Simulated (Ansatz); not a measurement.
C2H6GeO can be A, `C[C](=O)[GeH3]`, or B, `O=C[CH2][GeH3]`.

Program: Ansatz. Geometries: PBE0-D4/def2-TZVP. ΔE: electronic, gas phase. CCSD(T)/CBS is the MP2 limit (def2-TZVPP, def2-QZVPP) plus CCSD(T) − MP2 in def2-TZVPP, frozen cores. DFT in def2-TZVPP. B3LYP here is the variant with VWN-RPA as its local correlation; programs differ in this. For Ge outer-core shells are correlated without core-valence functions, which leaves a few kJ/mol of doubt a bond. Scalar relativity is left out up to krypton. Each species was taken in one conformer, which may not be the lowest.

**Question.** Which isomer does CCSD(T)/CBS put lower? Give the gap. (Best estimate.)

**Answer.** Computed: B, by 14.6 kJ/mol.

**Question.** Give E(B) − E(A) in kJ/mol with B3LYP-D4, B2PLYP, HF/def2-TZVPP, PBE-D4, B3LYP, CCSD/def2-TZVPP, CCSD(T)/def2-TZVPP. (An estimate is asked.)

**Answer.** Ansatz gave: B3LYP-D4 -9.9, B2PLYP -13.0, HF/def2-TZVPP -17.9, PBE-D4 -8.3, B3LYP -9.8, CCSD/def2-TZVPP -16.2, CCSD(T)/def2-TZVPP -15.3. None reverses the order clearly.

Largest T1 diagnostic: 0.014.

From PBE to PBE0 (25 % exact exchange), in def2-TZVPP and without D4, E(B) − E(A) moves by −4.6 kJ/mol.
